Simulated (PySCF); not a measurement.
# Spinor energies of Ru⁻ (ruthenium, charge -1)

Start: [Kr] 4d7 5s2; 4d3/2 filled at m_j = -3/2, -1/2, +1/2, +3/2; 4d5/2 filled at m_j = +1/2, +3/2, +5/2. Calculated with PySCF 2.14 in x2c-SVPall-2c with one added diffuse shell each of s, p, d type (7s9p7d1f, 76 functions): generalised Hartree-Fock with the X2C-1e Hamiltonian and a Gaussian nucleus; one run each with spin-orbit coupling (SO) switched off, then screened by Boettger's factors.

| spinor shell | electrons | ε, spin-free (eV) | ε, screened SO (eV) | weight of nominal j (screened SO) | rms radius, screened SO (bohr) |
| --- | --- | --- | --- | --- | --- |
| 1s1/2 | 2 | -22226.4 | -22225.1 | 1.000 | 0.0384 |
| 2s1/2 | 2 | -3270.2 | -3269.8 | 1.000 | 0.158 |
| 2p1/2 | 2 | -2922.5 | -3013.2 | 1.000 | 0.137 |
| 2p3/2 | 4 | -2922.5 | -2880.1 | 1.000 | 0.142 |
| 3s1/2 | 2 | -606.05 | -605.92 | 1.000 | 0.428 |
| 3p1/2 | 2 | -488.51 | -504.46 | 1.000 | 0.425 |
| 3p3/2 | 4 | -488.51 | -480.95 | 1.000 | 0.436 |
| 3d3/2 | 4 | -299.51 | -302.30 | 0.992 | 0.417 |
| 3d5/2 | 6 | -299.51 | -297.48 | 0.995 | 0.420 |
| 4s1/2 | 2 | -89.020 | -88.971 | 1.000 | 1.09 |
| 4p1/2 | 2 | -53.666 | -58.009 | 0.822 | 1.21 |
| 4p3/2 | 4 | -53.666 | -51.522 | 0.911 | 1.22 |
| 4d5/2 | 3 | -6.167 | -6.897 | 0.759 | 1.83 |
| 4d3/2 | 4 | -6.167 | -5.635 | 0.701 | 1.87 |
| 5s1/2 | 2 | -0.890 | -0.891 | 1.000 | 5.94 |

```tsv
quantity	spin-free	screened SO
E (hartree)	-4527.26318	-4527.88784
M_J	9/2	9/2
⟨J²⟩	25.033	25.036
⟨L²⟩	12.007	12.098
⟨S²⟩	4.027	4.008
```

At GHF the highest occupied level has a positive energy, so only the finite basis holds that electron.

Each row is a mean over spinors that exchange with the open shell spreads, by up to 7.647 eV (4p3/2).

Rows whose weight is well below 1 are mixtures of j = l ± 1/2: exchange outweighs spin-orbit coupling there, and the label is only the starting occupation.

⟨J²⟩ departs a little from M_J(M_J + 1) because the unrestricted spinors polarise the closed shells.

Breit and QED terms are absent; they matter most for the inner s and p1/2 levels.

Densities and radii are taken from the X2C orbitals without a picture-change correction, which distorts them close to the nucleus.

Without spin-orbit coupling the j labels of p, d and f shells carry no meaning; the spin-free column gives the mean over the occupied spinors of each nl shell, and its ⟨J²⟩ belongs to a mixture of degenerate components.
